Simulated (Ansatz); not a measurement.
Calculated with Ansatz (gas phase, PBE0-D4/def2-TZVP geometries, no zero-point term in ΔE). CBS: MP2 limit from def2 TZ/QZ plus the TZ coupled-cluster correction, frozen cores. Functionals use def2-TZVPP. For Br outer-core shells are correlated without core-valence functions, which leaves a few kJ/mol of doubt a bond. Scalar relativity is left out up to krypton. Each species was taken in one conformer, which may not be the lowest.

`C=C1[SiH2]N1C` + `CCBr` → `CCCBr` + `C=C1N[SiH2]1`  (formal exchange of groups at a C–N bond)

`C=C1[SiH2]N1C`:

Cartesian coordinates in Å:
```
C -0.620 0.727 1.718
C -0.434 0.670 0.402
Si -0.468 1.099 -1.357
N 0.173 -0.212 -0.479
C 0.850 -1.442 -0.214
H -0.253 -0.054 2.377
H -1.147 1.560 2.162
H 0.457 2.087 -1.964
H -1.655 0.883 -2.218
H 0.179 -2.160 0.271
H 1.708 -1.281 0.448
H 1.209 -1.878 -1.147
```

`CCBr`:

Z-matrix (Å, degrees):
```
C
C 1 1.506
H 1 1.091 2 111.3
H 1 1.095 2 109.4 3 119.6
H 1 1.091 2 111.3 3 -120.9
Br 2 1.950 1 111.6 3 60.4
H 2 1.088 1 112.5 3 178.6
H 2 1.088 1 112.5 3 -57.7
```

`CCCBr`:

```xyz
11

C    -1.169    0.556    0.159
C     0.336    0.548   -0.033
C     0.921   -0.818   -0.298
Br    0.730   -2.023    1.227
H    -1.456   -0.043    1.025
H    -1.537    1.572    0.312
H    -1.678    0.143   -0.716
H     0.834    0.991    0.835
H     0.603    1.173   -0.895
H     0.425   -1.323   -1.126
H     1.991   -0.776   -0.491
```

`C=C1N[SiH2]1`:

Cartesian coordinates in Å:
```
C 0.282 1.411 -0.900
C 0.054 0.262 -0.280
N -1.059 -0.430 0.210
Si 0.381 -1.252 0.656
H 1.291 1.699 -1.164
H -0.526 2.086 -1.167
H -1.921 -0.021 0.536
H 0.890 -1.167 2.045
H 0.608 -2.588 0.064
```

Question: Is it downhill or uphill in electronic energy at CCSD(T)/CBS, and by how much? (Estimate.)

Answer: The calculation gave: Downhill: ΔE = -18.6 kJ/mol.

Question: What do these levels give: PBE-D4, r2SCAN-D4, PBE0-D4, B2PLYP, r2SCAN, PBE0, SCS-MP2/def2-TZVPP, CCSD/def2-TZVPP, CCSD(T)/def2-TZVPP, MP2/def2-QZVPP, SCS-MP2/def2-QZVPP, CCSD/CBS(def2)? (Estimate.)

Answer: Computed: PBE-D4 -12.4, r2SCAN-D4 -14.7, PBE0-D4 -13.6, B2PLYP -12.8, r2SCAN -15.0, PBE0 -14.1, SCS-MP2/def2-TZVPP -14.4, CCSD/def2-TZVPP -17.1, CCSD(T)/def2-TZVPP -17.2, MP2/def2-QZVPP -16.5, SCS-MP2/def2-QZVPP -15.2, CCSD/CBS(def2) -18.6 kJ/mol.

Largest T1 diagnostic among the species: 0.014.

In def2-TZVPP, CCSD(T) changes the Hartree–Fock value by −6.3 kJ/mol (the triples alone add −0.0 kJ/mol) and MP2 by −4.9 kJ/mol.
